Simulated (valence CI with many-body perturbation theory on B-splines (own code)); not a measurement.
Which ion has this spectrum?

A relativistic CI+MBPT calculation for an atom or ion with 50 electrons gives these levels (cm⁻¹):

```csv
J,Parity,E,g
4,even,0.0,0.65
5,even,20297,0.91
6,even,36057,1.05
2,even,37250,0.93
7,even,47310,1.10
1,even,48611,0.14
4,even,49490,1.01
8,even,55913,1.13
3,even,56662,1.12
2,even,59915,0.62
2,even,62512,1.63
3,even,63120,0.95
6,even,68953,0.90
5,even,72235,1.19
```

The energies are calculated, and their last digits are not significant.

Q: Which is it?
A. Ir27+
B. Re25+
C. Os26+
D. W24+

A: A. Ir27+, ground level (4f5/2^4) J=4.
